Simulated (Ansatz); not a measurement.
Cost and result for the atomization energy of CH3BCl2Se (`C[Se]B(Cl)Cl`) (8 atoms, 7 bonds).

The species carries charge 0 and has multiplicity 1. Correlated methods include outer-core shells of Se, which these sets cover unevenly. Scalar relativity is left out up to krypton. The geometry is a stationary point of PBE0-D4/def2-TZVP. It is one conformer, not always the lowest. Program: Ansatz. All runs use 4 threads of an Arm Neoverse V2 on a shared host. Times are those of one run each, without the atoms' runs, and a repeat can differ threefold. Electronic energies, without spin–orbit coupling; frozen cores. CCSD(T)/CBS adds CCSD(T) − MP2 in def2-TZVPP to the MP2 limit, and its time is that of the two runs behind it. T1 = 0.011. With those shells the extrapolation isn't a true limit. B3LYP takes the VWN-RPA correlation (the form of Gaussian; ORCA's B3LYP/G). HSE06 is the plane-wave form, built on full-range PBE exchange.

CCSD(T)/CBS is a level of theory with its own doubt, some kJ/mol a heavy atom from the limit and from the frozen cores, so smaller differences don't rank the functionals.

| level | functions | wall time |
| --- | --- | --- |
| LDA (SPW92)/def2-TZVPP | 236 | 1.1 s |
| BLYP-D4/def2-TZVPP | 236 | 2 s |
| PBE-D4/def2-TZVPP (with forces) | 236 | 2.1 s |
| HSE06-D4/def2-TZVPP | 236 | 3.4 s |
| B3LYP-D4/def2-TZVPP (with forces) | 236 | 4.5 s |
| r2SCAN-D4/def2-TZVPP (with forces) | 236 | 4.6 s |
| B2PLYP/def2-TZVPP | 236 | 4.8 s |
| r2SCANh-D4/def2-TZVPP | 236 | 5 s |
| CCSD(T)/def2-SVP | 111 | 5.5 s |
| B97M-V/def2-TZVPP | 236 | 8 s |
| MP2/def2-QZVPP | 433 | 17 s |
| CCSD(T)/def2-TZVPP | 236 | 2.3 min |
| CCSD(T)/CBS(def2) | – | 2.6 min |

(1) What atomization energy does each give, and how far from CCSD(T)/CBS? (Estimate.)

Answers

(1) Ansatz gave: 
| level | atomization (kJ/mol) | difference from CCSD(T)/CBS | per bond |
| --- | --- | --- | --- |
| LDA (SPW92)/def2-TZVPP | 3268.9 | 447.0 | 63.9 |
| BLYP-D4/def2-TZVPP | 2803.8 | -18.1 | -2.6 |
| PBE-D4/def2-TZVPP (with forces) | 2910.3 | 88.4 | 12.6 |
| HSE06-D4/def2-TZVPP | 2862.4 | 40.5 | 5.8 |
| B3LYP-D4/def2-TZVPP (with forces) | 2808.3 | -13.6 | -1.9 |
| r2SCAN-D4/def2-TZVPP (with forces) | 2862.9 | 41.0 | 5.9 |
| B2PLYP/def2-TZVPP | 2784.1 | -37.8 | -5.4 |
| r2SCANh-D4/def2-TZVPP | 2843.8 | 21.9 | 3.1 |
| CCSD(T)/def2-SVP | 2672.3 | -149.6 | -21.4 |
| B97M-V/def2-TZVPP | 2856.4 | 34.5 | 4.9 |
| MP2/def2-QZVPP | 2876.5 | 54.6 | 7.8 |
| CCSD(T)/def2-TZVPP | 2746.9 | -75.0 | -10.7 |
| CCSD(T)/CBS(def2) | 2821.9 | 0.0 | 0.0 |

From BLYP to BHLYP (50 % exact exchange), in def2-TZVPP and without D4, the atomization energy moves by −51.6 kJ/mol: exact exchange takes away binding that semilocal exchange gives to molecules. Leaving LDA and LC-ωPBE aside and taking each functional with its dispersion term where it has one, the values, not all of them listed here, spread over 178.4 kJ/mol, from BHLYP-D4 to PBE-D4. LDA lies +383.4 kJ/mol from PBE without D4, its usual overbinding. In def2-TZVPP, CCSD(T) changes the Hartree–Fock value by +667.9 kJ/mol (the triples alone add +57.6 kJ/mol) and MP2 by +754.6 kJ/mol; breaking electron pairs costs correlation energy, which Hartree–Fock lacks.
